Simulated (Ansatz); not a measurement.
Isolated molecules relaxed with PBE0-D4/def2-TZVP in Ansatz; ΔE leaves out vibrations. CBS: MP2 limit from def2 TZ/QZ plus the TZ coupled-cluster correction, frozen cores. Functionals use def2-TZVPP. One conformer a species, not always the lowest.

Reaction (isomerisation): `C[Si]1(Cl)CS1` → `C=C(Cl)S[SiH3]`

| level | ΔE (kcal/mol) |
| --- | --- |
| PBE0-D4 | 58.0 |
| B2PLYP | 54.8 |
| HF/def2-QZVPP | 53.3 |
| MP2/def2-QZVPP | 58.7 |

Task: What does CCSD(T)/CBS give? (Estimate.)

Result: The calculation gave: +55.8 kcal/mol. The listed levels differ from it by 2.2, -1.0, -2.5, 2.9 kcal/mol.

Largest T1 diagnostic among the species: 0.012.

In def2-TZVPP, CCSD(T) changes the Hartree–Fock value by +1.6 kcal/mol (the triples alone add −0.6 kcal/mol) and MP2 by +4.9 kcal/mol. From PBE to PBE0 (25 % exact exchange), in def2-TZVPP and without D4, ΔE moves by +3.1 kcal/mol.
